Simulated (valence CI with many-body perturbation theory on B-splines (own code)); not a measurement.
Questions on Au46+

Calculated by relativistic CI+MBPT: five valence electrons over a frozen Dirac-Fock core [Ar] 3d10, radial functions for each j: 11 s, 11 p, 10 d, 8 f, 5 g, 2 h, with the one-electron correlation potential Σ1 (screened to all orders), the two-electron term Σ2, the three-electron term Σ3, Breit, model QED; selected single and double excitations, second order for the rest, scaled by the run's own slope (own B-spline code, finite nucleus).

No measured spectrum was set against this ion. As an estimate, large intervals hold to a few tenths of a per cent, small ones and those within an open d or f shell to about a per cent. Among the levels kept, up to 2100 cm⁻¹ of a level comes from second order outside the variational space, and about a tenth of that is noise between levels of different J, which matters for small intervals.

Levels are named by their leading jj configuration (3d3/2^4 stands for four electrons in 3d with j = 3/2), which in mixed levels can hold well under half, so a name can repeat and another be missing.

Rates and lifetimes use the calculated energies. Strong lines usually hold to 10 to 20 %, long lifetimes can be off by a factor of two.

(1) What is the ground level?

(2) How well does LS coupling describe the low levels?

(3) What is the ionisation energy?

(4) Name the longest-lived excited levels whose lifetime is computed, and their main decay.

(5) Among levels below 5380.4 × 10³ cm⁻¹, which E1 lines absorb most strongly from the ground level?

(6) Where does the other parity begin?

Answers

(1) (4s^2 4p1/2^2 4p3/2) J=3/2, composition 47 % 4s²4p³ ²P° + 27 % 4s²4p³ ²D° + 25 % 4s²4p³ ⁴S°, g = 1.355.

(2) Among the lowest 20 levels the leading LS term, summed over configurations, holds 54 % on average. For single configurations the figures are 53 % in LS and 95 % in jj coupling. Terms mix most in the J = 5/2 level at 1669.9 × 10³ cm⁻¹, where the leading one holds 32 %.

(3) 2445.2 eV; NIST lists 2443 ± 4 eV (theoretical).

(4) (4s^2 4p1/2 4p3/2 4d5/2) J=9/2 at 2702.7 × 10³ cm⁻¹ lives 1.75 μs, mostly by E2 to (4s^2 4p1/2^2 4d5/2) J=5/2; (4s^2 4p1/2 4p3/2^2) J=5/2 at 1086.0 × 10³ cm⁻¹ lives 218 ns, mostly by M1 to (4s^2 4p1/2^2 4p3/2) J=3/2; (4s^2 4p1/2 4p3/2^2) J=1/2 at 1147.1 × 10³ cm⁻¹ lives 74.2 ns, mostly by M1 to (4s^2 4p1/2^2 4p3/2) J=3/2.

(5) to (4s^2 4p1/2 4p3/2 4d3/2) J=5/2 at 3.851 nm, f = 0.761; to (4s^2 4p1/2 4p3/2 4d3/2) J=3/2 at 3.832 nm, f = 0.653; to (4s 4p1/2^2 4p3/2^2) J=3/2 at 4.795 nm, f = 0.273.

(6) At (4s^2 4p1/2^2 4d3/2) J=3/2, 1386.9 × 10³ cm⁻¹.
